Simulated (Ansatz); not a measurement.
The same path of a periodic cell of 17 atoms, W₁₆N (host W, host structure bcc, interstitial N) was run twice with different band settings.

All numbers below come from DFT PBE, scalar-relativistic, plane waves, PAW (Ansatz 0.2.0). Settings: cutoff 420 eV, k mesh 3x3x3, gaussian smearing 0.15 eV, no spin polarisation.

Relaxed end points:

```xyz
17
Lattice="6.3200 0.0000 0.0000 0.0000 6.3200 0.0000 0.0000 0.0000 6.3200" Properties=species:S:1:pos:R:3
W 0.028 -0.006 -0.003
W 3.114 -0.151 -0.003
W 0.028 3.165 -0.003
W 0.048 -0.020 3.157
W 1.552 1.579 1.583
W 3.114 3.310 -0.003
W 3.156 -0.018 3.157
W 4.786 1.579 1.726
W 0.048 3.179 3.157
W 1.532 4.739 1.597
W 1.552 1.579 4.732
W 3.156 3.177 3.157
W 4.744 4.739 1.595
W 4.786 1.579 4.589
W 1.532 4.739 4.718
W 4.744 4.739 4.720
N 3.948 1.579 -0.002
```

```xyz
17
Lattice="6.3200 0.0000 0.0000 0.0000 6.3200 0.0000 0.0000 0.0000 6.3200" Properties=species:S:1:pos:R:3
W -0.004 -0.013 0.044
W 3.156 -0.290 0.044
W -0.004 3.165 0.044
W -0.003 0.030 3.204
W 1.576 1.576 1.624
W 3.156 3.444 0.044
W 3.156 -0.013 3.204
W 4.736 1.576 1.624
W -0.004 3.121 3.204
W 1.520 4.735 1.680
W 1.577 1.576 4.784
W 3.156 3.164 3.204
W 4.792 4.736 1.680
W 4.736 1.576 4.784
W 1.521 4.736 4.728
W 4.792 4.736 4.728
N 3.156 1.577 0.044
```

Common settings: movable images 3; climbing image yes; spring 5.0 eV/Å²; optimiser quadratic models (default); force threshold 0.05 eV/Å; end points relaxed.

| run | start path | iteration limit |
| --- | --- | --- |
| 1 | IDPP | 66 |
| 2 | default | 6 |

(1) What does each run give, and how far can it be trusted?

Results:

(1) Run 1: converged after 9 iterations, highest image 0.002 eV above the first end. The top lies less than 8 meV above the higher end, about what the thresholds resolve: that end is a shoulder or a very shallow well. By the program's own check the climbing image is a first-order saddle point (lowest curvatures found: -1.84 and 4.18 eV/Å²).
Run 2: converged after 6 iterations, highest image 0.002 eV above the first end. The top lies less than 8 meV above the higher end, about what the thresholds resolve: that end is a shoulder or a very shallow well. The order of the stationary point at the top wasn't checked.
Limits of this set-up: coarse k mesh, odd electron count without spin.
